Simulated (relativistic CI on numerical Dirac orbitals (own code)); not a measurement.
**N⁺: calculation against measurement**

Method of calculation: Dirac-Coulomb-Breit CI, separate exchange-only KLI orbitals for each configuration, model QED, valence Slater integrals scaled by 0.85, configuration energies shifted to the measured levels that pair with them (semi-empirical) (own radial code, finite nucleus).

Configuration list (outside the closed core 1s2): 2s2 2p2, 2s 2p3, 2s2 2p 3s, 2s2 2p 3p, 2s2 2p 3d, 2p4, 2s2 2p 4s, 2s2 2p 4p, 2s2 2p 4d, 2s2 2p 4f, 2s2 3s2, 2s2 3s 3p, 2s 2p2 3s, 2s2 3s 3d, 2s2 3p2, 2p3 3s, 2s2 3p 3d, 2s 2p2 3p. Levels of other configurations are missing.

| Configuration | Term (tabulated) | J | Measured (cm⁻¹) | Computed | Error | Purity (%) |
| --- | --- | --- | --- | --- | --- | --- |
| 2s2 2p2 | 3P | 0 | 0.0 | 0 | 0 | 98 |
| 2s2 2p2 | 3P | 1 | 48.7 | 47 | -2 | 98 |
| 2s2 2p2 | 3P | 2 | 130.8 | 125 | -6 | 98 |
| 2s2 2p2 | 1D | 2 | 15316.2 | 15291 | -25 | 99 |
| 2s2 2p2 | 1S | 0 | 32688.6 | 27636 | -5052 | 95 |
| 2s2 2p 3s | 3P° | 0 | 148908.6 | 148899 | -10 | 95 |
| 2s2 2p 3s | 3P° | 1 | 148940.2 | 148950 | 10 | 95 |
| 2s2 2p 3s | 3P° | 2 | 149076.5 | 149064 | -13 | 95 |
| 2s2 2p 3s | 1P° | 1 | 149187.8 | 150569 | 1381 | 88 |
| 2s2 2p 3p | 1P | 1 | 164610.8 | 165294 | 683 | 99 |
| 2s2 2p 3p | 3D | 1 | 166521.7 | 166933 | 412 | 99 |
| 2s2 2p 3p | 3D | 2 | 166582.5 | 166995 | 412 | 99 |
| 2s2 2p 3p | 3D | 3 | 166678.6 | 167093 | 414 | 99 |
| 2s2 2p 3p | 3S | 1 | 168892.2 | 169057 | 164 | 99 |
| 2s2 2p 3p | 3P | 0 | 170572.6 | 170406 | -167 | 98 |
| 2s2 2p 3p | 3P | 1 | 170607.9 | 170443 | -165 | 98 |
| 2s2 2p 3p | 3P | 2 | 170666.2 | 170502 | -164 | 98 |
| 2s2 2p 3p | 1D | 2 | 174212.0 | 173842 | -370 | 99 |
| 2s2 2p 3p | 1S | 0 | 178273.4 | 177677 | -597 | 97 |
| 2s2 2p 3d | 3F° | 2 | 186511.6 | 186529 | 17 | 99 |
| 2s2 2p 3d | 3F° | 3 | 186571.0 | 186588 | 17 | 99 |
| 2s2 2p 3d | 3F° | 4 | 186652.5 | 186670 | 18 | 100 |
| 2s2 2p 3d | 1D° | 2 | 187091.4 | 187241 | 150 | 93 |
| 2s2 2p 3d | 3D° | 1 | 187437.6 | 187437 | -1 | 99 |
| 2s2 2p 3d | 3D° | 2 | 187461.6 | 187462 | 0 | 97 |
| 2s2 2p 3d | 3D° | 3 | 187491.9 | 187491 | -1 | 98 |
| 2s2 2p 3d | 3P° | 2 | 188857.4 | 188627 | -230 | 98 |
| 2s2 2p 3d | 3P° | 1 | 188909.2 | 188680 | -229 | 98 |
| 2s2 2p 3d | 3P° | 0 | 188937.2 | 188708 | -229 | 99 |
| 2s2 2p 3d | 1F° | 3 | 189335.2 | 189549 | 214 | 99 |

Measured levels from NIST Handbook of Basic Atomic Spectroscopic Data (Sansonetti and Martin, J. Phys. Chem. Ref. Data 34, 1559 (2005)); pairs were made by configuration, J and term (by order where the table uses no LS term), so strongly mixed levels may be paired wrongly.

Mean error by configuration (cm⁻¹): 2s2 2p2 -1271; 2s2 2p 3s 342; 2s2 2p 3p 62; 2s2 2p 3d -25. Over the excited levels the mean absolute error is 385 cm⁻¹ (29 of the 39 excited levels that our extract of the source holds in range could be paired, and the others can miss by more), and the median relative error of those above 1,000 cm⁻¹ is 0.098 %, both after the shifts were fitted to these levels, so that a configuration with one level shows no error.

Configurations whose levels could be paired with our table of measured levels were shifted onto them, all but the ground configuration, by the median error of their levels; single terms can still be off by 1,000 to 2,000 cm⁻¹ or more, and rates follow the energies as ν³ (E1, M1) or ν⁵ (E2). The others borrow a shift and can be off by several thousand cm⁻¹ or more. The fine structure of a lone outer electron comes out too small, for d and f at times inverted, and misplaced configurations move strength between like terms. 29 of the 39 excited levels that our extract of the measured tables holds in this range could be paired (the sources list more); they are missed by 385 cm⁻¹ on average and 5052 at most, after the shifts were fitted to these levels, and levels without a partner can miss by more.

Shifts applied (cm⁻¹): 2s2 2p2 0; 2s2 2p 3s 3290; 2s2 2p 3p -5024; 2s2 2p 3d -4773.
